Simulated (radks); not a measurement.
Isoelectronic series with 1 electrons, all held in the configuration 1s1, which need not be the ground one along the series. All-electron calculation, scalar-relativistic Kohn-Sham, PBE, spin-polarised, spherical densities, finite nucleus; open shells are filled with parallel spins first (spin-orbit coupling, left out, can overturn this in heavy ions); Fermi nuclear charge, rms radius of each element as measured or else 0.836 A^(1/3) + 0.57 fm. Program: a radial shooting solver on a logarithmic mesh with Libxc functionals. Total energies (hartree) and mean radii <r> (bohr):

ion,E (hartree),1s up
H,-0.50000,1.542
C5+,-17.97634,0.2510
S15+,-128.34271,0.09349
Sc20+,-221.68238,0.07096
Fe25+,-340.93994,0.05706
Ga30+,-486.62194,0.04760
Kr35+,-659.36520,0.04073
Nb40+,-859.95108,0.03550
Sb50+,-1348.61191,0.02802
Ba55+,-1639.1666,0.02524
Pm60+,-1962.5938,0.02289
Dy65+,-2320.7834,0.02087
Lu70+,-2716.0413,0.01910
Os75+,-3151.1329,0.01754

Estimate the row of Pd45+.

Answer. E (hartree) -1089.32249; 1s up 0.03137.
